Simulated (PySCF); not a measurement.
All of these have the formula C6H9GaN2. Method used: TDDFT B3LYP/def2-SVPD, vertical, gas phase, core orbitals frozen in the response (PySCF 2.14.0, density-fitted response routines). Geometries: PBE0-D3(BJ)/def2-SVP; one conformer of each isolated species. Triplets are in the Tamm–Dancoff approximation. Relativistic effects are left out although some hold elements past zinc.

A. `C=[N][GaH2-][n+]1ccccc1`
B. `[H]/N=C\C1=C[N+]([GaH3-])=CC=C1`
C. `[H]/N=[CH]\[GaH2-][N+]1=CC=CC=C1`

Lowest singlet levels (six at most, fewer where fewer were computed) with oscillator strengths:

1. 453 nm (f 0.033); 380 nm (f 0.000); 315 nm (f 0.002); 285 nm (f 0.002); 250 nm (f 0.002); 244 nm (f 0.002); T1 2.60 eV
2. 442 nm (f 0.000); 371 nm (f 0.000); 318 nm (f 0.000); 285 nm (f 0.034); 254 nm (f 0.008); 243 nm (f 0.051); T1 2.80 eV
3. 341 nm (f 0.021); 331 nm (f 0.001); 300 nm (f 0.001); 293 nm (f 0.013); 284 nm (f 0.003); 249 nm (f 0.143); T1 3.43 eV

Question: Match each spectrum to its molecule.

Answer: 1 = C, 2 = A, 3 = B.
- A: S1 at 2.81 eV, HOMO→LUMO (100%); Löwdin shares by element: HOMO nitrogen 55% or more, carbon 17% or more, gallium 8%, hydrogen 7% or more; LUMO carbon 49% or more, nitrogen 22% or more (atoms not listed hold the other 29%); HOMO -5.56 and LUMO -2.07 eV; point group Cs, 3 of its 6 listed states under f = 0.0005.
- B: S1 at 3.64 eV, HOMO→LUMO (99%); Löwdin shares by element: HOMO hydrogen 55% or more, gallium 39%; LUMO carbon 47% or more, nitrogen 13% or more (atoms not listed hold the other 40%); HOMO -7.19 and LUMO -2.94 eV.
- C: S1 at 2.74 eV, HOMO→LUMO (100%); Löwdin shares by element: HOMO nitrogen 42% or more, carbon 24% or more, gallium 12%, hydrogen 7% or more; LUMO carbon 49% or more, nitrogen 22% or more (atoms not listed hold the other 29%); HOMO -5.70 and LUMO -2.37 eV.
A and C have S1 within 0.07 eV of each other; their strongest listed levels stand at 5.10 eV (f 0.051) and 2.74 eV (f 0.033).
